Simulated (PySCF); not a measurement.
Compound: C₅H₁₃NP₂Si.
Structure used (GFN2-xTB), in Å, numbered top down from 1:
```
atom  x, y, z in Å
Si1    4.379   -0.499    0.272
C2     2.923   -1.585    0.850
P3     1.391   -1.230   -0.142
P4     0.468    0.000    1.205
N5    -0.915    0.434    0.387
C6    -1.961    1.265    0.953
C7    -3.220    0.789    0.238
C8    -2.693    0.509   -1.170
C9    -1.305   -0.074   -0.911
H10    4.069    0.904    0.558
H11    5.577   -0.911    1.009
H12    4.578   -0.688   -1.165
H13    3.165   -2.639    0.699
H14    2.731   -1.435    1.912
H15   -2.001    1.149    2.037
H16   -1.771    2.321    0.723
H17   -4.017    1.530    0.253
H18   -3.582   -0.133    0.694
H19   -3.328   -0.177   -1.727
H20   -2.611    1.443   -1.728
H21   -1.318   -1.172   -0.880
H22   -0.568    0.217   -1.670
```

Probes without a nucleus sit at each ring's centroid and 1 Å off its mean plane on both sides; NICS is minus the shielding there, NICSzz its component along the normal. Level: GIAO PBE0/pcSseg-1 (PySCF, non-relativistic, gas phase) on the GFN2-xTB geometry, one conformer.

Ring bond lengths (Å), with Mayer bond orders in brackets: N5–C6 1.451 (0.88), C6–C7 1.524 (1.02), C7–C8 1.529 (1.04), C8–C9 1.528 (1.02), C9–N5 1.448 (0.88).

Give the NICS values of each ring in ppm.

```csv
ring,type,NICS(0),"NICS(1), two faces","NICS(1)zz, two faces",rms pucker (Å),"centre to ring atoms, mean (Å)"
N5–C6–C7–C8–C9,5-membered ring with N; formal bonds all single,-5.7,-3.7 / -2.8,-3.6 / -3.4,0.17,1.25
```

What can be read from them?

- N5–C6–C7–C8–C9: mean NICS(1)zz -3.5 ppm, shielded. C6, C7, C8, C9 have four or more neighbours; no verdict on aromaticity is drawn.

List the ring angles and the Hirshfeld charges of the ring atoms.

- N5–C6–C7–C8–C9: N5 110.9° (-0.099 e), C6 103.5° (-0.023 e), C7 101.8° (-0.068 e), C8 103.1° (-0.066 e), C9 105.3° (-0.027 e); sum 524.6° against 540° for a flat convex ring.
